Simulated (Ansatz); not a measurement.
The cluster TiSi6⁺, 7 atoms. Hardware: 4 threads of Arm Neoverse V2 on a shared host.

Correlated methods freeze 35 core orbitals; core or outer-core shells of Ti are correlated, in sets that lack core-valence functions. In CCSD on the charge 1 doublet the largest single amplitude is 0.26, so its Hartree–Fock determinant may place the open shell otherwise than the density functionals do.

Q: How many basis functions does each of these Ansatz runs have, and roughly what does it cost? PBE-D4/def2-TZVP, charge 1 doublet, energy and forces, from earlier orbitals; MP2/def2-TZVP, charge 1 doublet, energy, from earlier orbitals; r2SCAN-D4/def2-TZVP, charge 1 doublet, energy, from earlier orbitals; PBE-D4/def2-SVP, charge 1 doublet, energy, from earlier orbitals; PBE-QIDH/def2-TZVP, charge 1 doublet, energy, from earlier orbitals; PBE0-D4/def2-SVP, charge 1 doublet, energy, from earlier orbitals; HF/STO-3G, charge 1 doublet, energy; CCSD(T)/def2-SVP, charge 1 doublet, energy, from earlier orbitals; PBE0-D4/def2-TZVP, charge 1 doublet, energy, from earlier orbitals; revPBE-D4/def2-TZVP, charge 1 doublet, energy, from earlier orbitals; LC-ωPBE/def2-TZVP, charge 1 doublet, energy, from earlier orbitals; PBE0-D4/def2-SVP, charge 1 doublet, relaxation, 16 steps.

A: Other jobs shared the machine, so times can vary by a factor of up to 3. A dash marks memory too small to be measured apart from the calling script's.

```json
{"run": "HF/STO-3G, charge 1 doublet, energy", "functions": "72", "fitting or Cholesky vectors": "839", "wall time": "1.6 s", "peak host memory (GiB)": "–"}
{"run": "PBE-D4/def2-SVP, charge 1 doublet, energy, from earlier orbitals", "functions": "139", "fitting or Cholesky vectors": "1556", "wall time": "5 s", "peak host memory (GiB)": "–"}
{"run": "PBE0-D4/def2-SVP, charge 1 doublet, energy, from earlier orbitals", "functions": "139", "fitting or Cholesky vectors": "1346", "wall time": "8.5 s", "peak host memory (GiB)": "0.56"}
{"run": "revPBE-D4/def2-TZVP, charge 1 doublet, energy, from earlier orbitals", "functions": "267", "fitting or Cholesky vectors": "1925", "wall time": "10 s", "peak host memory (GiB)": "0.64"}
{"run": "PBE-D4/def2-TZVP, charge 1 doublet, energy and forces, from earlier orbitals", "functions": "267", "fitting or Cholesky vectors": "1925", "wall time": "12 s", "peak host memory (GiB)": "0.64"}
{"run": "MP2/def2-TZVP, charge 1 doublet, energy, from earlier orbitals", "functions": "267", "fitting or Cholesky vectors": "1737", "wall time": "30 s", "peak host memory (GiB)": "1.3"}
{"run": "r2SCAN-D4/def2-TZVP, charge 1 doublet, energy, from earlier orbitals", "functions": "267", "fitting or Cholesky vectors": "1925", "wall time": "32 s", "peak host memory (GiB)": "0.75"}
{"run": "PBE0-D4/def2-TZVP, charge 1 doublet, energy, from earlier orbitals", "functions": "267", "fitting or Cholesky vectors": "2074", "wall time": "41 s", "peak host memory (GiB)": "1.5"}
{"run": "LC-ωPBE/def2-TZVP, charge 1 doublet, energy, from earlier orbitals", "functions": "267", "fitting or Cholesky vectors": "1925", "wall time": "50 s", "peak host memory (GiB)": "2"}
{"run": "PBE-QIDH/def2-TZVP, charge 1 doublet, energy, from earlier orbitals", "functions": "267", "fitting or Cholesky vectors": "1737", "wall time": "66 s", "peak host memory (GiB)": "1.4"}
{"run": "CCSD(T)/def2-SVP, charge 1 doublet, energy, from earlier orbitals", "functions": "139", "fitting or Cholesky vectors": "1346", "wall time": "73 s", "peak host memory (GiB)": "1.5"}
{"run": "PBE0-D4/def2-SVP, charge 1 doublet, relaxation, 16 steps", "functions": "139", "fitting or Cholesky vectors": "1422", "wall time": "2.1 min", "peak host memory (GiB)": "0.67"}
```
